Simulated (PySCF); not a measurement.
Yb(2+): excitation energy

Yb(2+) [Xe] 4f14 (1S) → Yb(2+) [Xe] 4f13 6p1 (high-spin determinant), as a difference of total energies. Calculation: PySCF 2.14, in cc-pVDZ-X2C (8s7p5d3f1g, 84 functions); the spin-free X2C one-electron Hamiltonian (Gaussian nucleus). Correlated levels: valence: [Kr] 4d10 frozen; valence and next inner shell: [Ar] 3d10 frozen. The calculations carry no spin-orbit coupling.

| method | excitation energy (eV) |
| --- | --- |
| UHF | 5.830 |
| LDA | 10.018 |
| PBE | 9.460 |
| PBE0 | 8.791 |
| r2SCAN | 8.886 |
| BLYP | 9.250 |
| M06-L | 9.678 |
| revPBE | 9.409 |
| MP2 (valence) | 10.374 |
| SCS-MP2 (valence) | 9.687 |
| MP2 (valence and next inner shell) | 10.670 |
| SCS-MP2 (valence and next inner shell) | 9.897 |

How much does correlation contribute at MP2 (valence and next inner shell)?

10.670 − (5.830) = 4.840 eV, measured against UHF.

A first-order spin-orbit estimate (lowest level to lowest level, LS coupling) adds -0.422 eV.

The basis was made for the ground configuration and has no added diffuse functions, so the excitation energy can come out too high.

The determinant of the upper state mixes LS terms, which raises its energy above the lowest term, most at the Hartree-Fock and MP2 levels.
